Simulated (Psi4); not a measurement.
C2H6Mg, charge +1, doublet, at a GFN2-xTB geometry (such geometries of metal compounds can be far from the true shape) (a state made from the parent by changing its charge; the spin is typed, not shown lowest); WB97X/STO-3G run with Psi4 1.11.

Input for Psi4:
```
memory 2 GB

molecule mol {
1 2
  Mg    0.007058    0.007210    0.010066
  C     1.678703    0.259786   -1.374868
  H     2.341258   -0.588420   -1.203594
  H     2.140782    1.213136   -1.119170
  H     1.242211    0.258033   -2.373500
  C    -1.686939   -0.268199    1.363122
  H    -2.164002   -1.199652    1.058821
  H    -2.329689    0.600238    1.220095
  H    -1.265842   -0.319374    2.367031
}

set basis sto-3g
set reference uks

energy('wb97x')
print_variables()
```

### Question
What does Psi4 print? Leave out banner, timings and long lists.

### Answer

```
   => Loading Basis Set <=

    Name: STO-3G
    Role: ORBITAL
    Keyword: BASIS

         ---------------------------------------------------------
                                   SCF
               by Justin Turney, Rob Parrish, Andy Simmonett
                          and Daniel G. A. Smith
                              UKS Reference
         ---------------------------------------------------------

  ==> Geometry <==

    Molecular point group: c1
    Full point group: C1

    Geometry (in Angstrom), charge = 1, multiplicity = 2:

       Center              X                  Y                   Z               Mass
    ------------   -----------------  -----------------  -----------------  -----------------
         MG           0.006412154080     0.006550110497     0.009144866134    23.985041697000
         C            1.678057154080     0.259126110497    -1.375789133866    12.000000000000
         H            2.340612154080    -0.589079889503    -1.204515133866     1.007825032230
         H            2.140136154080     1.212476110497    -1.120091133866     1.007825032230
         H            1.241565154080     0.257373110497    -2.374421133866     1.007825032230
         C           -1.687584845920    -0.268858889503     1.362200866134    12.000000000000
         H           -2.164647845920    -1.200311889503     1.057899866134     1.007825032230
         H           -2.330334845920     0.599578110497     1.219173866134     1.007825032230
         H           -1.266487845920    -0.320033889503     2.366109866134     1.007825032230

  Running in c1 symmetry.

  Rotational constants: A =      2.53714  B =      0.10855  C =      0.10855 [cm^-1]
  Rotational constants: A =  76061.50387  B =   3254.35132  C =   3254.20813 [MHz]
  Nuclear repulsion =   77.479434721368094

  Charge       = 1
  Multiplicity = 2
  Electrons    = 29
  Nalpha       = 15
  Nbeta        = 14

  ==> Algorithm <==

  SCF Algorithm Type is DF.
  DIIS enabled.
  MOM disabled.
  Fractional occupation disabled.
  Guess Type is SAD.
  Energy threshold   = 1.00e-06
  Density threshold  = 1.00e-06
  Integral threshold = 1.00e-12

  ==> Primary Basis <==

  Basis Set: STO-3G
    Blend: STO-3G
    Number of shells: 17
    Number of basis functions: 25
    Number of Cartesian functions: 25
    Spherical Harmonics?: true
    Max angular momentum: 1

  ==> DFT Potential <==

   => LibXC <=

    Version 7.1.2
    S. Lehtola, C. Steigemann, M. J. T. Oliveira, and M. A. L. Marques,  SoftwareX 7, 1–5 (2018) (10.1016/j.softx.2017.11.002)

   => Composite Functional: WB97X <=

    wB97X Hyb-GGA Exchange-Correlation Functional

    J.-D. Chai and M. Head-Gordon,  J. Chem. Phys. 128, 084106 (2008) (10.1063/1.2834918)

    Deriv               =              1
    GGA                 =           TRUE
    Meta                =          FALSE

    Exchange Hybrid     =           TRUE
    MP2 Hybrid          =          FALSE

   => Exchange-Correlation Functionals <=

    1.0000   wB97X range-separated functional

   => Exact (HF) Exchange <=

    0.8423            HF,LR [omega = 0.3000]
    0.1577               HF

   => LibXC Density Thresholds  <==

    XC_HYB_GGA_XC_WB97X:  1.00E-14

   => Molecular Quadrature <=

    Radial Scheme          =       TREUTLER
    Pruning Scheme         =           NONE
    Nuclear Scheme         =       TREUTLER

    Blocking Scheme        =         OCTREE
    BS radius alpha        =              1
    Pruning alpha          =              1
    Radial Points          =             75
    Spherical Points       =            302
    Total Points           =         192226
    Total Blocks           =           1491
    Max Points             =            256
    Max Functions          =             24
    Weights Tolerance      =       1.00E-15

   => Loading Basis Set <=

    Name: (STO-3G AUX)
    Role: JKFIT
    Keyword: DF_BASIS_SCF

  ==> Integral Setup <==

[...]

  Minimum eigenvalue in the overlap matrix is 2.4189705976E-01.
  Reciprocal condition number of the overlap matrix is 1.0870191399E-01.
    Using symmetric orthogonalization.

  ==> Pre-Iterations <==

  SCF Guess: Superposition of Atomic Densities via on-the-fly atomic UHF (no occupation information).

   -------------------------
    Irrep   Nso     Nmo
   -------------------------
     A         25      25
   -------------------------
    Total      25      25
   -------------------------

  ==> Iterations <==

                           Total Energy        Delta E     RMS |[F,P]|

   @DF-UKS iter SAD:  -273.62553078904455   -2.73626e+02   0.00000e+00
   @DF-UKS iter   1:  -276.12910989362257   -2.50358e+00   9.44019e-03 ADIIS/DIIS
   @DF-UKS iter   2:  -276.18108123082698   -5.19713e-02   4.09264e-03 ADIIS/DIIS
   @DF-UKS iter   3:  -276.18634184316164   -5.26061e-03   8.30267e-04 ADIIS/DIIS
   @DF-UKS iter   4:  -276.18737968631467   -1.03784e-03   4.38418e-04 ADIIS/DIIS
   @DF-UKS iter   5:  -276.18762898199464   -2.49296e-04   1.72190e-04 ADIIS/DIIS
   @DF-UKS iter   6:  -276.18769012438975   -6.11424e-05   2.49383e-05 DIIS
   @DF-UKS iter   7:  -276.18769121223778   -1.08785e-06   3.05614e-06 DIIS
   @DF-UKS iter   8:  -276.18769122112707   -8.88929e-09   8.08080e-07 DIIS
  Energy and wave function converged.

  ==> Post-Iterations <==

   Electrons on quadrature grid:
      Nalpha   =   15.0000020652 ; deviation = 2.065e-06
      Nbeta    =   14.0000011075 ; deviation = 1.108e-06
      Ntotal   =   29.0000031727 ; deviation = 3.173e-06

   @Spin Contamination Metric:   5.714047502E-02
   @S^2 Expected:                7.500000000E-01
   @S^2 Observed:                8.071404750E-01
   @S   Expected:                5.000000000E-01
   @S   Observed:                5.000000000E-01

    Orbital Energies [Eh]
    ---------------------

    Alpha Occupied:

[...]
    Alpha Virtual:

[...]
      25A      0.421149

    Beta Occupied:

[...]
    Beta Virtual:

[...]
    Final Occupation by Irrep:
              A
    DOCC [    14 ]
    SOCC [     1 ]
    NA   [    15 ]
    NB   [    14 ]

  @DF-UKS Final Energy:  -276.18769122112707

   => Energetics <=

    Nuclear Repulsion Energy =             77.4794347213680936
    One-Electron Energy =                -528.7248842990018147
    Two-Electron Energy =                 195.9455871278352674
    DFT Exchange-Correlation Energy =     -20.8878287713285822
    Empirical Dispersion Energy =           0.0000000000000000
    VV10 Nonlocal Energy =                  0.0000000000000000
    Total Energy =                       -276.1876912211270678

  UHF NO Occupations:
  HONO-2 :   13  A 1.9998402
  HONO-1 :   14  A 1.9718701
  HONO-0 :   15  A 1.0000000
  LUNO+0 :   16  A 0.0281299
  LUNO+1 :   17  A 0.0001598
  LUNO+2 :   18  A 0.0001561
  LUNO+3 :   19  A 0.0001303

Computation Completed

Properties will be evaluated at   0.000000,   0.000000,   0.000000 [a0]

Properties computed using the SCF density matrix

 Multipole Moments:

 ------------------------------------------------------------------------------------
     Multipole            Electronic (a.u.)      Nuclear  (a.u.)        Total (a.u.)
 ------------------------------------------------------------------------------------

 L = 1.  Multiply by 2.5417464519 to convert [e a0] to [Debye]
 Dipole X            :          0.0496398           -0.0366179            0.0130218
 Dipole Y            :          0.0507058           -0.0374046            0.0133011
 Dipole Z            :          0.0707919           -0.0522226            0.0185693
 Magnitude           :                                                    0.0262927

 ------------------------------------------------------------------------------------

  Variable Map:
  ----------------------------------------------------------------------------
[...]
  Array Variable Map:
  ----------------------------------------------------------------------------
[...]
[...]
```
